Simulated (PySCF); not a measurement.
# Be²⁺: ionisation energy

Be²⁺ 1s2 (1S) → Be³⁺ 1s1 (2S), as a difference of total energies. Computed with PySCF 2.14 in jorge-DZP-DKH (4s2p1d, 15 functions), with the spin-free X2C one-electron Hamiltonian (Gaussian nucleus). Correlated levels: valence: nothing frozen. The calculations carry no spin-orbit coupling.

| method | ionisation energy (eV) | difference from reference (eV) |
| --- | --- | --- |
| UHF | 152.86 | -1.04 |
| M06-L | 154.52 | +0.62 |
| r2SCAN | 154.07 | +0.17 |
| MP2 (valence) | 153.20 | -0.70 |
| SCS-MP2 (valence) | 153.27 | -0.63 |
| CCSD (valence) | 153.25 | -0.65 |

Reference: 153.90 eV (theoretical estimate listed by NIST; NIST Atomic Spectra Database, ionization energies).

Errors of the correlated levels include the incompleteness of this basis.

With two correlated electrons CCSD is exact in that space.
